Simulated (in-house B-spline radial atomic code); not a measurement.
Mg⁺. Computed with a B-spline radial atomic code. Model: non-relativistic spherical atom: semilocal Troullier-Martins pseudo-atom, one channel per l, against all electrons, high spin, G0W0 and RPA with empty states to l = 8, local potential for every l without a channel, a model core (radius 0 = none) keeps its share of the functional.

What the tables leave out is listed at the end.

The pseudopotential gives back the lowest level of each angular momentum of its own functional in the configuration it was made in; a second state of the same l is only approximately right. Exact exchange, RPA and GW see the smooth pseudo-orbitals and miss the exchange with the core, for which the functional's share stands in. The column with an uncorrelated core keeps all orbitals and exact exchange, and so separates missing core correlation from pseudisation. Only the three outermost levels and the lowest empty one were computed. RPA here is direct RPA, with no exchange kernel, and its energies carry an (l + 1/2)⁻⁴ tail. A hybrid on a potential with a model core restores only its own semilocal share of the core's exchange.

Command:
```bash
python run_psgw.py task.json out
```
Settings (lengths in bohr, energies in hartree):
```
Z                      12
electrons              11
configuration          [Ne] 3s1
generated_in           [Ne] 3s2
functional             pbe,pbe
core_shells            1
radius_factor          1.15
core_correction        True
ion_configuration      [He] 2s2 2p6
```

Run time, properties included: 33 s on 1 thread of Arm Neoverse N1 (shared host).

Given: made with PBE; model core radius 0.201 bohr; local radius 0.659 bohr; mean-field start PBE.

Valence shells of the generating configuration: 2s, 2p, 3s.

Channel: s 0.63, p 0.822 (radii in bohr).

Computed: largest level miss in the spin-unpolarised generating configuration 0.013 eV; valence RPA correlation energy all-electron orbitals -0.5196 hartree; valence RPA correlation energy pseudo -0.49814 hartree; all-electron RPA polarisability, core included 21.037 bohr³; pseudo-atom RPA polarisability 20.873 bohr³; ionisation by mean-field all-electron 15.337 eV; ionisation by RPA pseudo minus all 0.083 eV.

```json
{"level": "3s up", "occupied": "1", "mean-field all-electron (eV)": "-11.899", "mean-field pseudo minus all (eV)": "-0.025", "G0W0 all-electron (eV)": "-15.573", "G0W0 uncorrelated core minus all (eV)": "0.002", "G0W0 pseudo minus all (eV)": "-0.067", "exchange self-energy all-electron (eV)": "-10.421", "exchange self-energy pseudo (eV)": "-10.278"}
{"level": "3s down (empty)", "occupied": "0", "mean-field all-electron (eV)": "-9.8917", "mean-field pseudo minus all (eV)": "-0.028", "G0W0 all-electron (eV)": "-7.5916", "G0W0 uncorrelated core minus all (eV)": "0.002", "G0W0 pseudo minus all (eV)": "-0.053", "exchange self-energy all-electron (eV)": "-1.7501", "exchange self-energy pseudo (eV)": "-1.5692"}
```

Task: What is the ionisation by RPA all-electron?

Result: 15.606 eV.

Task: What is the ionisation by mean-field pseudo minus all?

Result: 0.033 eV.

Given: mean-field start PBE0.

Computed: all-electron RPA polarisability, core included 17.763 bohr³; pseudo-atom RPA polarisability 17.621 bohr³; ionisation by mean-field all-electron 15.232 eV; ionisation by mean-field pseudo minus all 0.035 eV; ionisation by RPA all-electron 15.496 eV; ionisation by RPA pseudo minus all 0.071 eV.

```tsv
level	occupied	mean-field all-electron (eV)	mean-field pseudo minus all (eV)	G0W0 all-electron (eV)	G0W0 uncorrelated core minus all (eV)	G0W0 pseudo minus all (eV)	exchange self-energy all-electron (eV)	exchange self-energy pseudo (eV)
3s up	1	-12.708	-0.028	-15.559	0.002	-0.059	-10.296	-10.16
3s down (empty)	0	-9.0449	-0.029	-7.5175	0.002	-0.043	-1.5139	-1.3557
```

Task: What is the valence RPA correlation energy pseudo?

Result: -0.47679 hartree.

Task: What is the valence RPA correlation energy all-electron orbitals?

Result: -0.4972 hartree.

Among the listed levels the largest G0W0 shift of the pseudo-atom is -0.07 eV, for 3s up on the PBE start, while leaving the core uncorrelated moves that level by +0.00 eV. The rest, -0.07 eV, comes from pseudisation and the lost core exchange. Not in the tables (levels of low weight, unsolved or above zero; the highest and the empty levels are kept at any weight): on PBE the G0W0 levels 2p down (pseudo minus all +0.01 eV, weights 0.11 and 0.10), 2p up (pseudo minus all +0.00 eV, weights 0.11 and 0.10); on PBE0 the G0W0 levels 2p down (pseudo minus all +0.31 eV, weights 0.67 and 0.64), 2p up (pseudo minus all +0.29 eV, weights 0.67 and 0.64); no Hartree-Fock pseudo-atom is run with a model core.
